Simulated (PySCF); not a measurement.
Exercise with solution: dipole moment from atomic charges

Si(CCH)(F)3 (C₂HF₃Si), SMILES F[Si](F)(F)C#C. Atoms are numbered in the order given.

```xyz
7

C      0.0000     0.0000     2.6911
C      0.0000     0.0000     1.4760
Si     0.0000     0.0000    -0.3232
F      1.2935    -0.7468    -0.8980
F      0.0000     1.4937    -0.8980
F     -1.2935    -0.7468    -0.8980
H      0.0000     0.0000     3.7670
```

Coordinates come from a B3LYP-D3(BJ)/def2-SVP optimisation.

Charges (e) from PySCF with M06-2X/def2-TZVP:

```csv
atom,Mulliken,IAO
C1,-0.138,-0.107
C2,-0.194,-0.424
Si3,1.014,1.900
F4,-0.301,-0.529
F5,-0.301,-0.529
F6,-0.301,-0.529
H7,0.222,0.217
```

The dipole moment of the full density is 2.82 D.

What dipole moment does each set of point charges give, and which comes closer to that of the density?


μ = Σ q r, and 1 e Å = 4.8032 D.
Mulliken: Σ q r = (0.000, 0.000, 0.662) e Å, |μ| = 3.18 D.
IAO: Σ q r = (0.000, 0.000, 0.715) e Å, |μ| = 3.43 D.
Mulliken comes closer in size. Point charges leave out the atoms' own dipoles (lone pairs, polarised bonds); fits to the potential absorb them, partitions of the density don't.
